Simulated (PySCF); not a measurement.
PySCF input file for C4H7FSi, SMILES C[Si@H]1C=C[C@H]1F, TDA-LC-ωPBE/def2-SVPD. Geometry: TPSSh-D3(BJ)/def2-SVP. The structure was generated by enumeration; whether it is a known compound was not checked.

```python
import numpy as np
from pyscf import gto, scf, dft, tdscf

mol = gto.M(
    atom='''
    C     2.15352081    0.19184005   -0.08297627
    Si    0.53119338   -0.65159994   -0.50627889
    C    -0.48125629   -1.31961023    0.92100038
    C    -1.37471598   -0.30412454    0.83105329
    C    -1.00559697    0.51664846   -0.38788864
    F    -0.75966033    1.86106134   -0.09338213
    H     2.54936620    0.73077739   -0.95955027
    H     1.99512384    0.91961562    0.72761690
    H     2.91476137   -0.53688613    0.24024895
    H     0.69380723   -1.50927666   -1.71852702
    H    -0.50401036   -2.13707644    1.64624622
    H    -2.22973057   -0.08943790    1.48870664
    H    -1.77079148    0.48660869   -1.18353033
    ''',
    basis='def2-SVPD',
    charge=0,
    spin=0,
    max_memory=1600,
    verbose=4,
)
mf = dft.RKS(mol, xc='lc_wpbe').density_fit(auxbasis='def2-universal-jkfit')
mf.grids.level = 3
mf.conv_tol = 1e-9
mf.max_cycle = 100
mf.kernel()
mf.grids = dft.Grids(mol).set(level=1).build(with_non0tab=True)  # coarser grid for the response kernel
td = tdscf.TDA(mf)
td.singlet = True
td.nstates = 10
td.conv_tol = 1e-4
td.positive_eig_threshold = 1e-6
td.kernel(x0=td.get_init_guess(mf, 15))
td.analyze()
tt = tdscf.TDA(mf)
tt.singlet = False
tt.nstates = 4
tt.conv_tol = 1e-4
tt.positive_eig_threshold = 1e-6
tt.kernel(x0=tt.get_init_guess(mf, 9))
tt.analyze(verbose=3)
```

Output:

```
PySCF version 2.14.0

[INPUT] verbose = 4
[INPUT] num. atoms = 13
[INPUT] num. electrons = 54
[INPUT] charge = 0
[INPUT] spin (= nelec alpha-beta = 2S) = 0
[INPUT] symmetry False subgroup None
[INPUT] Mole.unit = angstrom
[INPUT] Symbol           X                Y                Z      unit          X                Y                Z       unit  Magmom
[INPUT]  1 C      2.153520810000   0.191840050000  -0.082976270000 AA    4.069564534452   0.362525154223  -0.156802425138 Bohr   0.0
[INPUT]  2 Si     0.531193380000  -0.651599940000  -0.506278890000 AA    1.003810007382  -1.231345429383  -0.956728444749 Bohr   0.0
[INPUT]  3 C     -0.481256290000  -1.319610230000   0.921000380000 AA   -0.909442583824  -2.493701925874   1.740438478820 Bohr   0.0
[INPUT]  4 C     -1.374715980000  -0.304124540000   0.831053290000 AA   -2.597836701263  -0.574712088359   1.570463113019 Bohr   0.0
[INPUT]  5 C     -1.005596970000   0.516648460000  -0.387888640000 AA   -1.900302864992   0.976324092078  -0.733003296430 Bohr   0.0
[INPUT]  6 F     -0.759660330000   1.861061340000  -0.093382130000 AA   -1.435549971397   3.516896233616  -0.176466650629 Bohr   0.0
[INPUT]  7 H      2.549366200000   0.730777390000  -0.959550270000 AA    4.817603909223   1.380969125124  -1.813287213052 Bohr   0.0
[INPUT]  8 H      1.995123840000   0.919615620000   0.727616900000 AA    3.770237642191   1.737821661672   1.374996664605 Bohr   0.0
[INPUT]  9 H      2.914761370000  -0.536886130000   0.240248950000 AA    5.508100707762  -1.014567745778   0.454004717214 Bohr   0.0
[INPUT] 10 H      0.693807230000  -1.509276660000  -1.718527020000 AA    1.311105647943  -2.852119533598  -3.247545405465 Bohr   0.0
[INPUT] 11 H     -0.504010360000  -2.137076440000   1.646246220000 AA   -0.952441544343  -4.038489178860   3.110954489400 Bohr   0.0
[INPUT] 12 H     -2.229730570000  -0.089437900000   1.488706640000 AA   -4.213580108870  -0.169013136156   2.813247829421 Bohr   0.0
[INPUT] 13 H     -1.770791480000   0.486608690000  -1.183530330000 AA   -3.346310920913   0.919557153933  -2.236548183816 Bohr   0.0

nuclear repulsion = 287.945396129145
number of shells = 79
number of NR pGTOs = 265
number of NR cGTOs = 183
basis = def2-SVPD
ecp = {}


[settings echo left out]
init E= -546.101516593674
  HOMO = -0.294837820227726  LUMO = -0.0453775725696954  gap/eV = 6.78816
cycle= 1 E= -545.358334586056  delta_E= 0.743  |g|= 0.512  |ddm|= 4.56
  HOMO = -0.366266261415349  LUMO = 0.053357677193782  gap/eV = 11.41855
cycle= 2 E= -545.37292217421  delta_E= -0.0146  |g|= 0.536  |ddm|= 0.946
  HOMO = -0.385925955159891  LUMO = 0.0596050083967623  gap/eV = 12.12352
cycle= 3 E= -545.418252109819  delta_E= -0.0453  |g|= 0.0521  |ddm|= 0.422
  HOMO = -0.384422790514888  LUMO = 0.0603712608516629  gap/eV = 12.10346
cycle= 4 E= -545.419010836528  delta_E= -0.000759  |g|= 0.0186  |ddm|= 0.12
  HOMO = -0.38492701584605  LUMO = 0.062856281799927  gap/eV = 12.18480
cycle= 5 E= -545.419110555436  delta_E= -9.97e-05  |g|= 0.00537  |ddm|= 0.046
  HOMO = -0.38490153188166  LUMO = 0.0623507712527642  gap/eV = 12.17036
cycle= 6 E= -545.41911924707  delta_E= -8.69e-06  |g|= 0.00114  |ddm|= 0.0131
  HOMO = -0.385051487006057  LUMO = 0.0622814747005709  gap/eV = 12.17255
cycle= 7 E= -545.419119919926  delta_E= -6.73e-07  |g|= 0.00073  |ddm|= 0.00447
  HOMO = -0.385022268593309  LUMO = 0.0623225849451057  gap/eV = 12.17287
cycle= 8 E= -545.419120114837  delta_E= -1.95e-07  |g|= 0.000149  |ddm|= 0.00161
  HOMO = -0.385015598168821  LUMO = 0.0623350240839038  gap/eV = 12.17303
cycle= 9 E= -545.419120138847  delta_E= -2.4e-08  |g|= 5.9e-05  |ddm|= 0.0007
  HOMO = -0.385023529512858  LUMO = 0.062328152304068  gap/eV = 12.17306
cycle= 10 E= -545.419120141012  delta_E= -2.16e-09  |g|= 1.95e-05  |ddm|= 0.000171
  HOMO = -0.385021051676883  LUMO = 0.0623305549292872  gap/eV = 12.17306
cycle= 11 E= -545.419120141414  delta_E= -4.02e-10  |g|= 4.51e-06  |ddm|= 0.00011
  HOMO = -0.385021851387554  LUMO = 0.0623300283180752  gap/eV = 12.17306
Extra cycle  E= -545.419120141433  delta_E= -1.85e-11  |g|= 2.36e-06  |ddm|= 1.79e-05
converged SCF energy = -545.419120141433
tot grids = 49736
Overwritten attributes  positive_eig_threshold  of <class 'pyscf.tdscf.rks.TDA'>


******** <class 'pyscf.tdscf.rks.TDA'> for <class 'pyscf.df.df_jk.DFRKS'> ********
nstates = 10 singlet
deg_eia_thresh = 1.000e-03
wfnsym = None
conv_tol = 0.0001
eigh lindep = 1e-12
eigh level_shift = 0
eigh max_cycle = 100


Excitation energies (eV)
[6.36395641 6.64378176 7.41468878 7.90732727 8.02494908 8.11238602
 8.37779245 8.49318037 8.76725294 8.92961375]

** Singlet excitation energies and oscillator strengths **
Excited State   1:      6.36396 eV    194.82 nm  f=0.0085
      25 -> 28       -0.22167
      26 -> 28        0.30353
      27 -> 28        0.57016
Excited State   2:      6.64378 eV    186.62 nm  f=0.0106
      25 -> 28       -0.62836
      27 -> 28       -0.24676
Excited State   3:      7.41469 eV    167.21 nm  f=0.0802
      26 -> 28        0.47848
      26 -> 30       -0.13969
      27 -> 28       -0.21117
      27 -> 30       -0.34019
Excited State   4:      7.90733 eV    156.80 nm  f=0.1466
      26 -> 28        0.29843
      27 -> 28       -0.12142
      27 -> 29        0.17543
      27 -> 30        0.49034
      27 -> 35       -0.16609
Excited State   5:      8.02495 eV    154.50 nm  f=0.0076
      19 -> 28        0.14459
      20 -> 28        0.16699
      23 -> 28       -0.53316
      24 -> 28       -0.30569
      25 -> 28       -0.10831
Excited State   6:      8.11239 eV    152.83 nm  f=0.0210
      25 -> 30        0.13185
      26 -> 30        0.37393
      27 -> 29        0.32970
      27 -> 30       -0.21078
      27 -> 31       -0.15205
      27 -> 32        0.10122
      27 -> 33        0.21385
Excited State   7:      8.37779 eV    147.99 nm  f=0.0364
      25 -> 30       -0.10600
      26 -> 28        0.12751
      26 -> 30        0.30037
      27 -> 28       -0.10249
      27 -> 29        0.11083
      27 -> 31        0.49422
      27 -> 33       -0.11370
      27 -> 35        0.14379
Excited State   8:      8.49318 eV    145.98 nm  f=0.0358
      24 -> 30       -0.12306
      25 -> 29       -0.11565
      25 -> 30        0.22959
      26 -> 28       -0.10244
      26 -> 30       -0.30827
      26 -> 31       -0.13708
      26 -> 33        0.13056
      27 -> 29        0.31038
      27 -> 31        0.28422
      27 -> 32        0.10365
      27 -> 33        0.10675
Excited State   9:      8.76725 eV    141.42 nm  f=0.0345
      24 -> 30       -0.11276
      25 -> 29        0.10098
      25 -> 30       -0.36613
      25 -> 31       -0.15865
      25 -> 33        0.11289
      26 -> 31       -0.36174
      26 -> 33        0.14590
      27 -> 30       -0.14964
      27 -> 32        0.17567
Excited State  10:      8.92961 eV    138.85 nm  f=0.2456
      24 -> 29        0.15735
      25 -> 30        0.28475
      26 -> 29        0.30886
      26 -> 30        0.14488
      26 -> 31       -0.28106
      26 -> 35       -0.10992
      27 -> 29       -0.28131
      27 -> 32        0.15085

** Transition electric dipole moments (AU) **
state          X           Y           Z        Dip. S.      Osc.
  1         0.0983     -0.2110      0.0176      0.0545      0.0085
  2        -0.2127      0.0477     -0.1317      0.0649      0.0106
  3        -0.4902      0.4469      0.0420      0.4418      0.0802
  4        -0.7597      0.4091     -0.1100      0.7566      0.1466
  5         0.1966      0.0008      0.0140      0.0388      0.0076
  6         0.2278     -0.2320      0.0055      0.1058      0.0210
  7        -0.2565      0.3305      0.0466      0.1772      0.0364
  8         0.3204     -0.1647     -0.2053      0.1719      0.0358
  9         0.3585     -0.1450     -0.1061      0.1608      0.0345
 10        -0.8903     -0.1139      0.5630      1.1225      0.2456

** Transition velocity dipole moments (imaginary part, AU) **
state          X           Y           Z        Dip. S.      Osc.
  1        -0.0056      0.0120      0.0169      0.0005      0.0013
  2         0.0079      0.0085      0.0235      0.0007      0.0019
  3        -0.0176      0.0069     -0.0058      0.0004      0.0010
  4        -0.0970      0.0162     -0.0328      0.0108      0.0247
  5         0.0318      0.0193      0.0339      0.0025      0.0057
  6         0.0769     -0.0170      0.0240      0.0068      0.0151
  7        -0.0266      0.0397      0.0140      0.0025      0.0054
  8         0.0525      0.0109     -0.0571      0.0061      0.0131
  9         0.1188     -0.0009     -0.0175      0.0144      0.0299
 10        -0.2331     -0.0226      0.1406      0.0746      0.1516

** Transition magnetic dipole moments (imaginary part, AU) **
state          X           Y           Z
  1        -0.0798     -0.7427     -0.0308
  2         0.4066     -0.4134      0.6807
  3         1.0346      1.1273      0.8551
  4        -0.1282     -0.2512      0.3258
  5         0.3297     -0.0068     -1.0587
  6         0.9999      0.0298     -0.1541
  7         0.2328     -1.1313     -0.0367
  8         0.4795      0.1665      0.5915
  9        -0.0842     -0.5124     -0.2077
 10         0.5323     -0.2573      0.6239


******** <class 'pyscf.tdscf.rks.TDA'> for <class 'pyscf.df.df_jk.DFRKS'> ********
nstates = 4 triplet
deg_eia_thresh = 1.000e-03
wfnsym = None
conv_tol = 0.0001
eigh lindep = 1e-12
eigh level_shift = 0
eigh max_cycle = 100


Excitation energies (eV)
[4.13742642 5.84575866 6.28535925 7.1027076 ]

** Triplet excitation energies and oscillator strengths **
Excited State   1:      4.13743 eV    299.67 nm  f=0.0000
Excited State   2:      5.84576 eV    212.09 nm  f=0.0000
Excited State   3:      6.28536 eV    197.26 nm  f=0.0000
Excited State   4:      7.10271 eV    174.56 nm  f=0.0000
```

The calculation finished and met its thresholds.
